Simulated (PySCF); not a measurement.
Isomers of FH9OSi4, mass 155.971 u with the commonest isotopes. Method used: wB97X-D/def2-SVPD in PySCF (dipole) on a GFN2-xTB geometry, gas phase. One conformer each, none proved a minimum here; rigid rotors.

Question: Order these by rotational constant B, largest first.
A. `[F:1][SiH2:2][Si@H:3]([SiH3:4])[O:5][SiH3:6]` with F1–Si2–Si3–Si4 -56°, Si2–Si3–O5–Si6 175°
B. `[F:1][SiH2:2][O:3][SiH:4]([SiH3:5])[SiH3:6]` with F1–Si2–O3–Si4 -39°, Si2–O3–Si4–Si5 -64°
C. `[OH:1][SiH2:2][Si:3]([F:4])([SiH3:5])[SiH3:6]` with H–O1–Si2–Si3 180°, O1–Si2–Si3–F4 180°
D. `[F:1][SiH2:2][SiH2:3][SiH2:4][O:5][SiH3:6]` with F1–Si2–Si3–Si4 2°, Si2–Si3–Si4–O5 148°

Answer: C (1085 MHz), B (1013 MHz), A (852.6 MHz), D (522.4 MHz).

Question: Order these by out-of-plane moment Σ m c² = (Ia + Ib − Ic)/2, smallest first.
A. `[F:1][SiH2:2][SiH2:3][SiH2:4][O:5][SiH3:6]` with F1–Si2–Si3–Si4 2°, Si2–Si3–Si4–O5 148°
B. `[F:1][SiH2:2][Si@H:3]([SiH3:4])[O:5][SiH3:6]` with F1–Si2–Si3–Si4 -56°, Si2–Si3–O5–Si6 175°
C. `[OH:1][SiH2:2][Si:3]([F:4])([SiH3:5])[SiH3:6]` with H–O1–Si2–Si3 180°, O1–Si2–Si3–F4 180°
D. `[F:1][SiH2:2][O:3][SiH:4]([SiH3:5])[SiH3:6]` with F1–Si2–O3–Si4 -39°, Si2–O3–Si4–Si5 -64°

Answer: B (24.43 u·Å²), A (40.72 u·Å²), D (63.60 u·Å²), C (126.89 u·Å²).

Question: Order these by dipole moment, smallest first.
A. `[F:1][SiH2:2][SiH2:3][SiH2:4][O:5][SiH3:6]` with F1–Si2–Si3–Si4 2°, Si2–Si3–Si4–O5 148°
B. `[F:1][SiH2:2][Si@H:3]([SiH3:4])[O:5][SiH3:6]` with F1–Si2–Si3–Si4 -56°, Si2–Si3–O5–Si6 175°
C. `[F:1][SiH2:2][O:3][SiH:4]([SiH3:5])[SiH3:6]` with F1–Si2–O3–Si4 -39°, Si2–O3–Si4–Si5 -64°
D. `[OH:1][SiH2:2][Si:3]([F:4])([SiH3:5])[SiH3:6]` with H–O1–Si2–Si3 180°, O1–Si2–Si3–F4 180°

Answer: C (1.27 D), A (1.64 D), B (1.99 D), D (2.16 D).

```csv
SMILES,point group,Ia (u·Å²),Ib (u·Å²),Ic (u·Å²),κ,μa (D),μb (D),μc (D)
F[SiH2][Si@H]([SiH3])O[SiH3],C1,293.59,592.72,837.44,-0.55,1.95,0.38,0.08
F[SiH2]O[SiH]([SiH3])[SiH3],C1,338.80,498.90,710.50,-0.23,0.43,0.80,0.88
O[SiH2][Si](F)([SiH3])[SiH3],–,383.40,465.91,595.53,0.01,1.80,0.01,1.20
F[SiH2][SiH2][SiH2]O[SiH3],C1,138.88,967.40,1024.82,-0.98,0.75,1.44,0.18
```
